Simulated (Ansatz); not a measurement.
Born–Oppenheimer molecular dynamics of C3H8O2Si (14 atoms, charge 0, multiplicity 1). It starts from a rough guess of a transition structure, not a stationary point.

Level of theory: UKS PBE0-D4/STO-3G (Ansatz 0.2.0).

* ensemble: NVE (velocity Verlet)
* time step: 0.5 fs
* steps asked: 150
* starting velocities drawn for: 1000 K
* seed: 723891

First frame:

```xyz
14
Properties=species:S:1:pos:R:3
H -0.663 1.285 0.716
Si -0.693 0.247 -0.845
C 0.574 -0.345 0.583
C 0.881 -1.446 -0.118
C 0.045 -1.427 -1.371
O 1.032 0.100 1.723
H 0.304 1.091 2.034
O -0.564 1.995 1.763
H -2.156 0.260 -0.706
H -0.279 1.372 -1.698
H 1.593 -2.208 0.150
H -0.653 -2.262 -1.435
H 0.637 -1.428 -2.287
H -0.058 2.765 1.493
```

(1) How far do the bonds stretch over the last three quarters of this one trajectory? (Pairs bonded in most of those frames.)

Results:

(1) 
| bond | mean (Å) | spread (Å) | shortest | longest |
| --- | --- | --- | --- | --- |
| H1–O8 | 1.039 | 0.069 | 0.89 | 1.19 |
| Si2–C3 | 1.863 | 0.047 | 1.80 | 1.94 |
| Si2–C5 | 1.881 | 0.053 | 1.79 | 1.96 |
| Si2–H9 | 1.451 | 0.035 | 1.40 | 1.51 |
| Si2–H10 | 1.455 | 0.016 | 1.43 | 1.48 |
| C3–C4 | 1.361 | 0.020 | 1.33 | 1.40 |
| C3–O6 | 1.386 | 0.035 | 1.33 | 1.44 |
| C4–C5 | 1.541 | 0.028 | 1.50 | 1.59 |
| C4–H11 | 1.098 | 0.033 | 1.05 | 1.15 |
| C5–H12 | 1.104 | 0.030 | 1.05 | 1.15 |
| C5–H13 | 1.102 | 0.032 | 1.05 | 1.16 |
| O6–H7 | 1.074 | 0.097 | 0.91 | 1.21 |
| O8–H14 | 1.068 | 0.122 | 0.86 | 1.26 |

Pairs bonded in part of these frames only: Si2–C4 46 %, O8–H14 86 %.

Mean temperature of the second half: 1203 K. The conserved energy stayed within 2.3 meV per atom of its start (net change 0.32 meV per atom), so there is no drift, though single steps change it by up to 26 meV in the whole system, a sign of fast motions only just resolved. A run of 0.075 ps of so small a system gives no equilibrium averages. The orbitals were unrestricted but ended closed-shell. Limits of this set-up: minimal basis.

Run time: 6.3 min on 1 thread of Intel(R) Xeon(R) 6975P-C (Granite Rapids) (shared host), peak memory 0.18 GiB.
